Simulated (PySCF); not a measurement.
AsAsAsSb tetrahedron, SbAs3.
Bonds: As1–As2, As1–As3, As1–Sb4, As2–As3, As2–Sb4, As3–Sb4.

Computed with PySCF 2.14.0, PBE0-D3(BJ)/def2-SVP geometry optimisation, gas phase, def2 core potentials past Kr.

(1) List the bond lengths and angles at this level.

Answers

(1) 
```
                     bond  length (pm)
As1–As2, As1–As3, As2–As3        244.1
As1–Sb4, As2–Sb4, As3–Sb4        262.5
```

Bonds in one row agree within 1 pm and their mean is given. A selection of angles:
```
      angle  degrees
As2–As1–As3     60.1
As2–As1–Sb4     62.3
As1–Sb4–As2     55.3
```

All 3 As–Sb bonds measure 2.625 to 2.626 Å. As1 (arsenic bonded to 2 As and Sb) is pyramidal (angles 62.3°, 62.3° and 60.1°, sum 184.7°, 2.01 Å off the plane of its three neighbours). Sb4 (antimony bonded to 3 As) is pyramidal (angles 55.5°, 55.4° and 55.3°, sum 166.2°, 2.22 Å off the plane of its three neighbours).

Point group: C3v (every atom within 0.08 Å of its image). No frequency check. One conformer, not necessarily the lowest.

Time: 82 s wall; peak memory 0.52 GiB. Hardware: Arm Neoverse V1, one thread, shared host. These figures are those of the optimisation.
